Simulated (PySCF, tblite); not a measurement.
Isomers of C6H14OSi2, one GFN2-xTB conformer each. Single-point energies are computed at PBE0/pcSseg-1 (PySCF, gas phase, no added dispersion term), electronic only.

| SMILES | GFN2-xTB relative energy (kcal/mol) |
| --- | --- |
| [SiH3]CC[SiH2]O[C@]12C[C@H]1C2 | 0.0 |
| C=C1[SiH2][C@H]1O[Si](C)(C)C | 24.7 |

Conformers: `[SiH3:1][CH2:2][CH2:3][SiH2:4][O:5][C@:6]12[CH2:7][C@H:8]1[CH2:9]2` with Si1–C2–C3–Si4 180°, C2–C3–Si4–O5 179°, C3–Si4–O5–C6 176°, Si4–O5–C6–C7 36°; `[CH2:1]=[C:2]1[SiH2:3][C@H:4]1[O:5][Si:6]([CH3:7])([CH3:8])[CH3:9]` with Si3–C4–O5–Si6 174°.

What does PBE0/pcSseg-1 give for the same structures?

```tsv
SMILES	PBE0/pcSseg-1 E (Eh)	PBE0/pcSseg-1 (kcal/mol)	GFN2-xTB (kcal/mol)	point group
C=C1[SiH2][C@H]1O[Si](C)(C)C	-890.57760	0.0	24.7	C1
[SiH3]CC[SiH2]O[C@]12C[C@H]1C2	-890.53808	24.8	0.0	C1
```

GFN2-xTB puts [SiH3]CC[SiH2]O[C@]12C[C@H]1C2 lowest instead. As drawn, the lower has a C=C bond outside aromatic rings, which the higher lacks.

Which frontier levels, dipoles and rotational constants go with these structures?

| SMILES | HOMO (eV, PBE0/pcSseg-1) | LUMO (eV) | dipole (D) | A, B, C (MHz) |
| --- | --- | --- | --- | --- |
| C=C1[SiH2][C@H]1O[Si](C)(C)C | -6.80 | -0.73 | 0.68 | 1817, 667.4, 596.1 |
| [SiH3]CC[SiH2]O[C@]12C[C@H]1C2 | -6.50 | 0.35 | 0.92 | 4761, 360.5, 348.5 |

What happens when harmonic zero-point energies from GFN2-xTB frequencies are added?

| SMILES | ZPE (kcal/mol) | electronic (kcal/mol) | with ZPE (kcal/mol) |
| --- | --- | --- | --- |
| C=C1[SiH2][C@H]1O[Si](C)(C)C | 111.7 | 0.0 | 0.0 |
| [SiH3]CC[SiH2]O[C@]12C[C@H]1C2 | 110.0 | 24.8 | 23.1 |

The zero-point energies span 1.7 kcal/mol. The order is unchanged.
